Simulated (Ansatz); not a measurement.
Cartesian coordinates in Å:
```
C 0.8603 2.1940 -1.2384
O 0.6511 0.9937 -0.5785
Y 0.3816 -0.6406 0.5741
C -1.5034 -1.9716 -0.0060
O 1.0481 -0.8259 2.4737
H 1.6289 2.8009 -0.7413
H -0.0597 2.7913 -1.2790
H 1.1872 2.0260 -2.2729
H -2.4349 -1.5129 0.3570
H -1.4819 -2.9800 0.4282
H -1.6385 -2.0950 -1.0889
H 1.3611 -0.7797 3.3721
```

Charge 0, multiplicity 1. Y: def2 effective core potential.

(1) List the CAM-B3LYP/def2-TZVPP orbital energies in eV (Ansatz). (Best estimate.)

Answers

(1) Computed: Occupied: -521.44, -521.33, -279.57, -276.77, -52.71, -31.65, -31.07, -30.86, -27.93, -26.95, -19.68, -19.22, -14.31, -13.62, -13.61, -13.29, -11.34, -11.32, -10.12, -10.02, -9.11, -9.07, -7.58. Lowest empty: -0.84, 0.73, 0.96, 1.05, 1.35, 1.55, 1.92, 2.56.
